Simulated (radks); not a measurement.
Results of a calculation; reference values are marked as such.
Mo XXIII, configuration [Ar] 3d2. Code: a radial shooting solver on a logarithmic mesh with Libxc functionals. Model: non-relativistic Kohn-Sham, PBE, spin-polarised, spherical densities, point nucleus; open shells are filled with parallel spins first (spin-orbit coupling, left out, can overturn this in heavy ions); relativity is left out, which matters for an element this heavy. Some entries of the table are withheld. Estimate them.

| orbital | occ. | eigenvalue (eV) | <r^2> (bohr^2) |
|---|---|---|---|
| 1s up | 1 | -20204.31 | 0.001764 |
| 1s down | 1 | -20204.27 | 0.001764 |
| 2s up | 1 | -3554.211 | 0.02918 |
| 2s down | 1 | -3548.757 | 0.02912 |
| 2p up | 3 | (1) | 0.02221 |
| 2p down | 3 | (2) | 0.02215 |
| 3s up | 1 | -1189.377 | (3) |
| 3s down | 1 | -1183.442 | (4) |
| 3p up | 3 | -1113.331 | 0.1752 |
| 3p down | 3 | -1107.012 | 0.1761 |
| 3d up | 2 | -986.9411 | 0.1421 |
| 3d down | 0 | -979.1225 | 0.1432 |

Answer. 
(1) 2p up eigenvalue (eV): -3347.205
(2) 2p down eigenvalue (eV): -3343.275
(3) 3s up <r^2> (bohr^2): 0.1843
(4) 3s down <r^2> (bohr^2): 0.1851
